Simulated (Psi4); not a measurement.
HN₂ (SMILES N#[NH+]), charge +1, singlet, at a GFN2-xTB geometry; R2SCAN/def2-SVPD run with Psi4.

Input for Psi4:
```
memory 2 GB

molecule {
1 1
  N    -0.00000000   -0.00000000   -0.64481385
  N     0.00000000    0.00000000    0.43538188
  H     0.00000000    0.00000000    1.46602381
}

set basis def2-svpd

energy('r2scan')
print_variables()
```

**Question.** Write the output that Psi4 gives for this input, abridged.

**Answer.** 
```
   => Loading Basis Set <=

    Name: DEF2-SVPD
    Role: ORBITAL
    Keyword: BASIS

         ---------------------------------------------------------
                                   SCF
               by Justin Turney, Rob Parrish, Andy Simmonett
                          and Daniel G. A. Smith
                              RKS Reference
         ---------------------------------------------------------

  ==> Geometry <==

    Molecular point group: c2v
    Full point group: C_inf_v

    Geometry (in Angstrom), charge = 1, multiplicity = 1:

       Center              X                  Y                   Z               Mass
    ------------   -----------------  -----------------  -----------------  -----------------
         N            0.000000000000     0.000000000000    -0.594658847816    14.003074004430
         N            0.000000000000     0.000000000000     0.485536882184    14.003074004430
         H            0.000000000000     0.000000000000     1.516178812184     1.007825032230

  Running in c2v symmetry.

  Rotational constants: A = ************  B =      1.59490  C =      1.59490 [cm^-1]
  Rotational constants: A = ************  B =  47813.89092  C =  47813.89092 [MHz]
  Nuclear repulsion =   29.353593186952182

  Charge       = 1
  Multiplicity = 1
  Electrons    = 14
  Nalpha       = 7
  Nbeta        = 7

  ==> Algorithm <==

  SCF Algorithm Type is DF.
  DIIS enabled.
  MOM disabled.
  Fractional occupation disabled.
  Guess Type is SAD.
  Energy threshold   = 1.00e-06
  Density threshold  = 1.00e-06
  Integral threshold = 1.00e-12

  ==> Primary Basis <==

  Basis Set: DEF2-SVPD
    Blend: DEF2-SVPD
    Number of shells: 20
    Number of basis functions: 48
    Number of Cartesian functions: 52
    Spherical Harmonics?: true
    Max angular momentum: 2

  ==> DFT Potential <==

   => LibXC <=

    Version 7.1.2
    S. Lehtola, C. Steigemann, M. J. T. Oliveira, and M. A. L. Marques,  SoftwareX 7, 1–5 (2018) (10.1016/j.softx.2017.11.002)

   => Composite Functional: R2SCAN <=

    r2SCAN Meta-GGA XC Functional  (0.1021/acs.jpclett.0c02405)
    J. W. Furness, A. D. Kaplan, J. Ning, J. P. Perdew, J. Sun  J. Phys. Chem. Lett.  11, 8208–8215, 2020

    Deriv               =              1
    GGA                 =           TRUE
    Meta                =           TRUE

    Exchange Hybrid     =          FALSE
    MP2 Hybrid          =          FALSE

   => Exchange Functionals <=

    1.0000   XC_MGGA_X_R2SCAN

[...]
   @DF-RKS iter   3:  -109.56646078770525   -3.93051e-03   5.50709e-03 DIIS/ADIIS
   @DF-RKS iter   4:  -109.57574075305442   -9.27997e-03   6.40627e-04 DIIS/ADIIS
   @DF-RKS iter   5:  -109.57587021620694   -1.29463e-04   5.29931e-05 DIIS
   @DF-RKS iter   6:  -109.57587118438801   -9.68181e-07   2.74722e-06 DIIS
   @DF-RKS iter   7:  -109.57587118744560   -3.05759e-09   1.91281e-07 DIIS
  Energy and wave function converged.

  ==> Post-Iterations <==

   Electrons on quadrature grid:
      Ntotal   =   14.0000007987 ; deviation = 7.987e-07

    Orbital Energies [Eh]
    ---------------------

    Doubly Occupied:

[...]
       5A1    -0.763941

    Virtual:

[...]
    Final Occupation by Irrep:
             A1    A2    B1    B2
    DOCC [     5,    0,    1,    1 ]
    NA   [     5,    0,    1,    1 ]
    NB   [     5,    0,    1,    1 ]

  @DF-RKS Final Energy:  -109.57587118744560

   => Energetics <=

    Nuclear Repulsion Energy =             29.3535931869521818
    One-Electron Energy =                -200.4781242627486790
    Two-Electron Energy =                  75.2315257345160404
    DFT Exchange-Correlation Energy =     -13.6828658461651571
    Empirical Dispersion Energy =           0.0000000000000000
    VV10 Nonlocal Energy =                  0.0000000000000000
    Total Energy =                       -109.5758711874455997

Computation Completed

Properties will be evaluated at   0.000000,   0.000000,   0.000000 [a0]

Properties computed using the SCF density matrix

 Multipole Moments:

 ------------------------------------------------------------------------------------
     Multipole            Electronic (a.u.)      Nuclear  (a.u.)        Total (a.u.)
 ------------------------------------------------------------------------------------

 L = 1.  Multiply by 2.5417464519 to convert [e a0] to [Debye]
 Dipole X            :          0.0000000            0.0000000            0.0000000
 Dipole Y            :          0.0000000            0.0000000            0.0000000
 Dipole Z            :         -0.0882809            1.4216883            1.3334074
 Magnitude           :                                                    1.3334074

 ------------------------------------------------------------------------------------

  Variable Map:
  ----------------------------------------------------------------------------
[...]
  Array Variable Map:
  ----------------------------------------------------------------------------
[...]
[...]
```
